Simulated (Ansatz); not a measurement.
Consider the substitution at a C–C bond: `CC([SiH3])I` + `[NH2][In]([NH2])[OH]` → `C[O][In]([NH2])[NH2]` + `[SiH3]CI`.

Calculated with Ansatz (gas phase, PBE0-D4/def2-TZVP geometries, no zero-point term in ΔE). CBS: MP2 limit from def2 TZ/QZ plus the TZ coupled-cluster correction, frozen cores. DFT in def2-TZVPP. B3LYP here is the variant with VWN-RPA as its local correlation; programs differ in this. def2 core potentials past Kr. For I, In outer-core shells are correlated without core-valence functions, which leaves a few kJ/mol of doubt a bond. One conformer a species, not always the lowest.

| level | ΔE (kJ/mol) | difference from CCSD(T)/CBS |
| --- | --- | --- |
| PBE0-D4 | 61.3 | -4.2 |
| B3LYP-D4 | 56.2 | -9.3 |
| ωB97X-V | 57.0 | -8.5 |
| B2PLYP | 57.7 | -7.8 |
| r2SCAN | 59.2 | -6.3 |
| HF/def2-TZVPP | 45.5 | -20.0 |
| CCSD(T)/def2-TZVPP | 62.1 | -3.4 |
| MP2/def2-QZVPP | 72.8 | 7.3 |
| MP2/CBS(def2) | 74.3 | 8.8 |
| CCSD/CBS(def2) | 63.4 | -2.1 |
| CCSD(T)/CBS | 65.5 | 0 |

Largest T1 diagnostic among the species: 0.015.

The D4 term adds +5.1 kJ/mol with B3LYP and +2.6 kJ/mol with PBE0; it sums over pairs of atoms, weighted by their polarisabilities, and B3LYP, whose exchange is more repulsive, gets the larger term. In def2-TZVPP, CCSD(T) changes the Hartree–Fock value by +16.6 kJ/mol (the triples alone add +2.1 kJ/mol) and MP2 by +25.4 kJ/mol.
